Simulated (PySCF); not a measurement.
# Radial density of Ti²⁺ (titanium, charge +2)

B3LYP, [Ar] 3d2, high-spin 3F determinant. All numbers are calculated (PySCF 2.14, the spin-free X2C one-electron Hamiltonian (Gaussian nucleus), in x2c-SVPall).

```csv
r (bohr),4πr²ρ (e/bohr),4πr²(ρα − ρβ)
0.00114,0.1361,0.0000
0.00191,0.3720,0.0000
0.00322,0.9693,0.0000
0.00541,2.355,0.0000
0.00910,5.453,0.0000
0.0153,11.36,0.0000
0.0257,19.89,0.0001
0.0433,25.97,0.0001
0.0728,22.86,0.0006
0.123,19.87,0.0052
0.206,27.70,0.0481
0.347,18.98,0.2634
0.583,7.828,0.8817
0.981,10.01,1.3654
1.65,3.128,0.8466
2.77,0.2370,0.1635
4.67,0.006071,0.0060
```

Densities and radii are taken from the X2C orbitals without a picture-change correction, which distorts them close to the nucleus.
